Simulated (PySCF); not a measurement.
Species: C5H4F2.
SMILES: `FC1=C(F)CC=C1`

The closed-shell ground state was solved at several levels (PySCF, density fitting, gas phase, non-relativistic). Geometry: PBE0-D3(BJ)/def2-SVP; no solvent, vibrations or thermal averaging.

| level | basis functions | total energy (Eh) | HOMO (eV) | LUMO (eV) | gap (eV) | dipole (D) |
| --- | --- | --- | --- | --- | --- | --- |
| B3LYP/6-31G* | 106 | -392.5506 | -5.75 | -0.53 | 5.22 | 2.22 |
| PBE0/6-31G | 71 | -392.0510 | -6.30 | -0.56 | 5.74 | 2.91 |
| PBE0/pcJ-1 | 229 | -392.1521 | -6.43 | -0.80 | 5.63 | 2.57 |
| PBE0/6-31G* | 106 | -392.1406 | -6.03 | -0.38 | 5.65 | 2.28 |
| B97-2/pcJ-1 | 229 | -392.4435 | -6.18 | -0.86 | 5.32 | 2.56 |
| wB97X-D/pcSseg-1 | 139 | -392.4013 | -8.29 | 0.97 | 9.26 | 2.63 |

What might BHandHLYP/pcSseg-1 (139 basis functions) give for the same quantities?

Total energy -392.3271 Eh, HOMO -7.43 eV, LUMO 0.23 eV, gap 7.66 eV, dipole 2.78 D.

Over all these levels, which gives the widest orbital gap and which the narrowest?

wB97X-D/pcSseg-1 (range-separated hybrid) has the widest, 9.26 eV, and B3LYP/6-31G* (global hybrid, 20 % exact exchange) the narrowest, 5.22 eV. Functional and basis both differ between the two, so the spread mixes both effects.

How much does the basis alone move the frontier levels among the 3 PBE0 rows?

The HOMO by 0.40 eV and the LUMO by 0.42 eV. By rising basis size (HOMO, LUMO in eV): 6-31G -6.30, -0.56; 6-31G* -6.03, -0.38; pcJ-1 -6.43, -0.80.

How far do the dipole and the HOMO energy spread over the levels?

The dipole runs from 2.22 to 2.91 D (mean 2.56 D) and the HOMO from -8.29 to -5.75 eV.

The pairwise dispersion term of wB97X-D wasn't added to the energies; at a given geometry it leaves orbitals and properties as they are.
